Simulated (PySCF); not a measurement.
Cl4Cu2, SMILES [Cl][Cu]1<-[Cl][Cu]([Cl])<-[Cl]1 (connectivity only; charge and spin as stated), neutral, multiplicity 3.

Geometry optimised at B3LYP-D3(BJ)/def2-SVP. The spin state was assumed, not searched. One conformer was computed; it need not be the lowest.

Calculation: PySCF with CAM-B3LYP/def2-TZVP.

The molecule is in vacuum.

```
Property                                                                                                         Value
---------------------------------------------------------------------------------------------  -----------------------
total energy                                                                                       -5122.33340 hartree
point group                                                                                                        D2h
α spin, highest occupied and lowest empty level                                                    -10.58 and -0.30 eV
β spin, highest occupied and lowest empty level                                                    -10.34 and -5.09 eV
dipole moment                                                                                                   0.00 D
quadrupole, principal values (traceless, Buckingham form, about the centre of nuclear charge)   -14.72, 5.47, 9.25 D·Å
mean static polarisability                                                                      128.6 bohr³ (19.06 Å³)
polarisability, principal values                                                               55.2, 83.3, 247.3 bohr³
⟨S²⟩                                                                                           2.012 (pure state 2.00)
```
